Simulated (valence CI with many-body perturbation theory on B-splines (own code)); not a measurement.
# Hyperfine factors and g values of Xe XV

Method: configuration interaction combined with many-body perturbation theory (CI+MBPT): four valence electrons over a frozen Dirac-Fock core [Kr], a basis of 7 s, 7 p, 8 d, 6 f, 4 g, 1 h functions for each j, with the one-electron correlation potential Σ1, the two-electron term Σ2, the three-electron term Σ3, Breit, model QED; selected CI, second order for the rest, scaled by the run's own slope (own B-spline code, finite nucleus).

No measured spectrum was set against this ion. As an estimate, terms of the open shell hold to 2 to 4 % of their energy, and close levels can change places. Excitations out of the core, of the other parity, are not computed and may begin above about 63.6 eV (a cautious bound); beyond it only levels of the ground parity were kept, without lifetimes.

A/g_I is the dipole constant over the nuclear g factor μ/I (μ in nuclear magnetons, uniformly magnetised nucleus), B/Q the quadrupole constant per barn. Both hold the static response of the core; the bare values leave it out. Large factors of s and p1/2 electrons are usually good to 5 to 10 %; those of open d and f shells near neutrality can be off by tens of per cent, and small factors of p3/2, d and f electrons come from cancelling terms and can be off by a factor of two or in sign, in half-filled shells by more. B is blank for J = 1/2, where it vanishes, and for nearly pure S terms. Energies count from the lowest level. Levels with J = 0 are left out.

Names give the largest LS component (configuration and term), which can be under half, so a name can repeat, a term be missing and a line seem to break the LS rules; names also repeat where a configuration has a term twice. Letters in brackets count levels of one name in rising energy.

```csv
Level,E (eV),g,A/g_I (MHz),A/g_I bare,B/Q (MHz/b),B/Q bare
4d4 5D_1,0.97,1.498,-371,110,1390,1310
4d4 5D_2,1.85,1.477,484,944,1090,1020
4d4 5D_3,2.56,1.458,1150,1590,-738,-706
4d4 5D_4,3.07,1.405,1800,2180,-3480,-3300
4d4 3H_4,4.97,0.962,3090,2980,1330,1240
4d4 3G_3,5.95,0.888,3350,3160,605,569
4d4 3H_5,6.17,1.071,2800,2810,2810,2640
4d4 3F_2 [a],6.27,0.810,3230,2950,1430,1350
4d4 3P_1 [a],6.41,1.372,1860,2200,-225,-223
4d4 3H_6,6.71,1.123,2800,2870,2800,2630
4d4 3G_4,7.34,1.036,3010,2980,-1530,-1430
4d4 3D_2,7.69,1.250,2020,2220,449,415
4d4 3F_4 [a],7.85,1.139,2340,2430,330,312
4d4 3F_3 [a],8.04,1.153,2720,2820,785,741
4d4 3D_3,8.60,1.120,2050,2120,392,376
4d4 3G_5,9.05,1.160,2310,2420,-1840,-1730
4d4 3P_2 [a],9.35,1.179,3060,3190,900,842
4d4 1I_6,9.57,1.041,2870,2850,4090,3860
4d4 3D_1,9.58,0.643,4230,3760,966,907
4d4 1G_4 [a],10.82,1.079,2400,2420,1230,1170
4d4 3P_2 [b],11.20,1.159,2460,2570,267,246
4d4 1F_3,11.71,1.055,2720,2710,3330,3150
4d4 3P_2 [c],12.67,1.236,2170,2360,1490,1420
4d4 3F_4 [b],13.44,1.179,1950,2080,699,660
4d4 3F_2 [b],13.88,0.883,3620,3430,2670,2520
4d4 3F_3 [b],14.01,1.070,2940,2950,3930,3680
4d4 3P_1 [b],14.20,1.485,81.0,550,-1330,-1250
4d4 1G_4 [b],15.03,1.044,3030,3020,2380,2250
4d4 1D_2,18.36,0.999,2850,2780,-4520,-4250
4d3.5s 5F_1,105.18,0.071,-12700,-12000,-863,-815
4d3.5s 5F_2,105.70,0.990,15700,14500,-1310,-1240
4d3.5s 5F_3,106.81,1.239,12000,11400,-1040,-988
4d3.5s 3F_2 [a],107.69,0.797,-917,-785,-1500,-1420
4d3.5s 5F_4,107.84,1.316,10400,9950,-993,-953
4d3.5s 5F_5,108.63,1.328,10200,9750,-659,-642
```

Take the isotope of mass number 129, with I = 1/2, μ = -0.77796 μN. What is the hyperfine structure of 4d4 5D_3?

From the table A = -1790 MHz. Shifts from the centre of gravity in MHz: F = 5/2: 3580, F = 7/2: -2680.
